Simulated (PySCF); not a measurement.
These compounds are isomers of formula CH10N2OSi3.

A. SMILES N[SiH2]O[Si@@H]1CN[SiH2]1
B. SMILES N[Si@@H]1N[SiH2]CO[SiH2]1
C. `CN[Si@@H]1[SiH2]O[Si@H]1N`

Spectrum 1. 13C{1H} NMR (computed): δ 56.4 (CH2).

Spectrum 2. 13C{1H} NMR (computed): δ 36.1 (CH3).

Spectrum 3. 13C{1H} NMR (computed): δ 53.6 (CH2).

All values are calculated (PySCF): NMR shieldings at PBE0/pcSseg-1/GIAO, structure optimised with GFN2-xTB. Non-relativistic, no solvent, one conformer, averaged over atoms made equivalent by symmetry, fast rotation or ring inversion.

Shifts are taken against calculated references (same method and geometry level): TMS for 13C. Shifts are as computed. Against solution values, carbons near 30 ppm lie about +3 ppm off and those near 130 ppm about +5 ppm. Of 1211 compounds with measured shifts, 218 miss one by over three times the rms of a fit or turn the order of signals round; such compounds aren't used in these exercises.

Problem. Match each spectrum to its structure.

Solution. 1–B, 2–C, 3–A.

- Spectrum 1 (B): a single 13C signal, at 56.4 ppm (sp3 CH2 bonded to O and Si).
- Spectrum 2 (C): a single 13C signal, at 36.1 ppm (methyl carbon bonded to N).
- Spectrum 3 (A): a single 13C signal, at 53.6 ppm (sp3 CH2 bonded to N and Si).
